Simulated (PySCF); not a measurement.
These compounds are isomers of formula C5H9NOSi2.

A. SMILES C=C1C[C@](C#N)(O[SiH3])[SiH2]1
B. SMILES N#C[C@@]12CO[C@@H](C1)[SiH2][SiH2]2
C. `InChI=1S/C5H9NOSi2/c1-2-4(7)5-3-8-9(5)6/h1,5,9H,3,6,8H2/t5-,9+/m0/s1`

Spectrum 1. 1H NMR (500 MHz, computed): δ 4.75 (m, 1H), 4.21 (m, 1H), 4.18 (m, 1H), 4.14 (m, 1H), 4.13 (m, 1H), 4.13 (m, 1H), 3.86 (m, 1H), 2.67 (m, 1H), 1.87 (m, 1H). 13C{1H} NMR (computed): δ 125.2 (C), 78.8 (CH2), 74.2 (CH), 43.4 (CH2), 23.0 (C).

Spectrum 2. 1H NMR (500 MHz, computed): δ 6.39 (br s, 1H), 6.12 (br s, 1H), 5.32 (m, 1H), 5.22 (m, 1H), 4.89 (s, 3H), 3.84 (m, 1H), 3.61 (m, 1H). 13C{1H} NMR (computed): δ 147.8 (C), 140.9 (CH2), 125.2 (C), 59.4 (C), 55.6 (CH2).

Spectrum 3. 1H NMR (500 MHz, computed): δ 5.27 (m, 1H), 5.00 (m, 1H), 4.76 (m, 1H), 3.85 (m, 1H), 2.85 (s, 1H), 1.43 (m, 1H), 1.41 (m, 1H), 0.99 (br s, 2H). 13C{1H} NMR (computed): δ 194.5 (C), 89.3 (CH), 84.1 (C), 69.7 (CH), 14.6 (CH2).

- GFN2-xTB geometry
- GIAO PBE0/pcSseg-1 shieldings
- run in PySCF 2.14
- single conformer, relativity neglected, rapidly exchanging positions averaged, isolated molecule

Chemical shifts δ = σref − σ; 1H (σref 31.72), 13C (σref 186.93) against TMS, all at this level. Where no couplings were computed, multiplicities follow the n + 1 count of equivalent neighbours, and m marks all less simple cases (inequivalent or close neighbours, rings, F or P nearby). Shifts are as computed. Against solution values, carbons near 30 ppm lie about +3 ppm off and those near 130 ppm about +5 ppm. Of 1211 compounds with measured shifts, 218 miss one by over three times the rms of a fit or turn the order of signals round; such compounds aren't used in these exercises. OH and NH positions are gas-phase values without hydrogen bonding to other molecules.

Task: Match each spectrum to its structure.

Result: 1–B, 2–A, 3–C.

- Spectrum 1 (B): 5 13C signals; δC 125.2 is a nitrile carbon; δC 78.8 is an sp3 CH2 bonded to O.
- Spectrum 2 (A): 5 13C signals; δC 147.8 is a fully substituted alkene carbon; δC 140.9 is a terminal =CH2 carbon.
- Spectrum 3 (C): 5 13C signals; δC 89.3 is a terminal alkyne carbon; δC 84.1 is an alkyne carbon.
